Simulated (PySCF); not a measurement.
BH2O3, SMILES OB([O])O, multiplicity 2. Atoms are numbered in the order given.

```xyz
6

O      0.0000     0.0000     1.4340
B      0.0000     0.0000     0.0512
O      0.0000    -1.2385    -0.5437
O      0.0000     1.2385    -0.5437
H      0.0000    -1.2169    -1.5148
H      0.0000     1.2169    -1.5148
```
Charge 0, spin multiplicity 2.

Coordinates come from a PBE-D3(BJ)/def2-SVP optimisation. The geometry has at least one imaginary mode, so it is a saddle point at that level. The isomer is the one that the SMILES or the coordinates give; other isomers of the formula were not compared. One conformer was computed; it need not be the lowest.

Level of theory: TDA-M06-2X/def2-SVPD (PySCF 2.14.0).

Vertical excitations. The molecule is in vacuum.

```csv
state,energy (eV),λ (nm),f,main pairs
root 1,0.17,7365,0.000,β HOMO→LUMO 88 %
root 2,2.44,508,0.000,β HOMO−3→LUMO 88 %
root 3,5.39,230,0.000,β HOMO−1→LUMO 99 %
root 4,6.07,204,0.001,β HOMO−2→LUMO 99 %
root 5,7.01,177,0.000,β HOMO−4→LUMO 88 %
root 6,7.92,157,0.000,"α HOMO−1→LUMO 44 %, β HOMO−1→LUMO+1 39 %"
root 7,8.06,154,0.001,β HOMO→LUMO+1 87 %
root 8,8.14,152,0.000,"α HOMO−1→LUMO 43 %, β HOMO−1→LUMO+1 46 %"
root 9,8.25,150,0.000,β HOMO−5→LUMO 86 %
root 10,8.57,145,0.009,α HOMO→LUMO 78 %
```
Unrestricted roots are not spin-pure.
